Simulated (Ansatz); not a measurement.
Breaking the Al1–H2 bond in C2H5Al (SMILES C=[CH][AlH2]) (multiplicity 1 held, fragments rigid). Energies count from the point at 1.582 Å.
Geometry at that point (charge 0, multiplicity 1):
```xyz
8

Al    -0.1364     0.1629     1.1626
H     -0.8151     1.5910     1.2176
H      0.1783    -0.6444     2.4857
C      0.2915    -0.5524    -0.5896
C      0.0180     0.1449    -1.6988
H      0.7594    -1.5259    -0.7301
H      0.2417    -0.2199    -2.6984
H     -0.4483     1.1257    -1.6579
```

Signs of static correlation in cc-pV(D+d)Z, with CASSCF(2,2), from Ansatz (a first-principles code) runs.

```json
[
 {"R (Å)": "1.266", "T1 of restricted CCSD": "0.011", "⟨S²⟩ of UHF": "0.000", "largest double amplitude of restricted CCSD": "0.106", "weight of the CASSCF reference in MRCISD": "0.883", "CASSCF natural occupations": "1.99 0.01"},
 {"R (Å)": "1.424", "T1 of restricted CCSD": "0.011", "⟨S²⟩ of UHF": "0.000", "largest double amplitude of restricted CCSD": "0.106", "weight of the CASSCF reference in MRCISD": "0.883", "CASSCF natural occupations": "1.98 0.02"},
 {"R (Å)": "1.582", "T1 of restricted CCSD": "0.011", "⟨S²⟩ of UHF": "0.000", "largest double amplitude of restricted CCSD": "0.106", "weight of the CASSCF reference in MRCISD": "0.883", "CASSCF natural occupations": "1.98 0.02"},
 {"R (Å)": "1.740", "T1 of restricted CCSD": "0.011", "⟨S²⟩ of UHF": "0.000", "largest double amplitude of restricted CCSD": "0.105", "weight of the CASSCF reference in MRCISD": "0.883", "CASSCF natural occupations": "1.97 0.03"},
 {"R (Å)": "1.899", "T1 of restricted CCSD": "0.012", "⟨S²⟩ of UHF": "0.000", "largest double amplitude of restricted CCSD": "0.105", "weight of the CASSCF reference in MRCISD": "0.883", "CASSCF natural occupations": "1.96 0.04"},
 {"R (Å)": "2.136", "T1 of restricted CCSD": "0.013", "⟨S²⟩ of UHF": "0.000", "largest double amplitude of restricted CCSD": "0.111", "weight of the CASSCF reference in MRCISD": "0.884", "CASSCF natural occupations": "1.94 0.06"},
 {"R (Å)": "2.373", "T1 of restricted CCSD": "0.016", "⟨S²⟩ of UHF": "0.091", "largest double amplitude of restricted CCSD": "___", "weight of the CASSCF reference in MRCISD": "0.884", "CASSCF natural occupations": "1.90 0.10"},
 {"R (Å)": "2.769", "T1 of restricted CCSD": "0.024", "⟨S²⟩ of UHF": "0.663", "largest double amplitude of restricted CCSD": "0.259", "weight of the CASSCF reference in MRCISD": "0.884", "CASSCF natural occupations": "1.80 0.20"},
 {"R (Å)": "3.164", "T1 of restricted CCSD": "0.037", "⟨S²⟩ of UHF": "0.889", "largest double amplitude of restricted CCSD": "0.384", "weight of the CASSCF reference in MRCISD": "0.884", "CASSCF natural occupations": "1.65 0.35"},
 {"R (Å)": "3.639", "T1 of restricted CCSD": "0.058", "⟨S²⟩ of UHF": "0.989", "largest double amplitude of restricted CCSD": "___", "weight of the CASSCF reference in MRCISD": "0.884", "CASSCF natural occupations": "1.44 0.56"},
 {"R (Å)": "4.272", "T1 of restricted CCSD": "0.082", "⟨S²⟩ of UHF": "1.026", "largest double amplitude of restricted CCSD": "0.792", "weight of the CASSCF reference in MRCISD": "0.884", "CASSCF natural occupations": "1.21 0.79"},
 {"R (Å)": "5.063", "T1 of restricted CCSD": "0.095", "⟨S²⟩ of UHF": "1.035", "largest double amplitude of restricted CCSD": "0.966", "weight of the CASSCF reference in MRCISD": "0.884", "CASSCF natural occupations": "1.08 0.92"}
]
```

What belongs in the gaps?


- 2.373, largest double amplitude of restricted CCSD: 0.161
- 3.639, largest double amplitude of restricted CCSD: 0.564

Doubts at one or more of the structures used: a restricted determinant that unrestricted orbitals would lower (R-CCSD(T)/cc-pV(D+d)Z); other coupled-cluster roots lie near (R-CCSD(T)/cc-pV(D+d)Z); T1 above 0.05 (R-CCSD(T)/cc-pV(D+d)Z, U-CCSD(T)/cc-pV(D+d)Z); a spin-contaminated determinant (U-CCSD(T)/cc-pV(D+d)Z).
